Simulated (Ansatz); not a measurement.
A geometry relaxed with B3LYP-D3(BJ)/def2-TZVP (Ansatz, an electronic-structure program), charge 0, multiplicity 1:

```xyz
8

C      0.4532     0.2697     0.1563
H     -1.2880     0.4044    -1.0729
H     -0.9112    -1.2372    -0.4903
H      2.2972    -0.0454     0.4409
H     -1.6165    -0.0162     0.5997
C     -0.9186    -0.1811    -0.2262
H      0.5417     1.3268     0.4405
N      1.4422    -0.5210     0.1520
```

Q: Write the SMILES of this molecule.

A: `[H]/N=C/C`
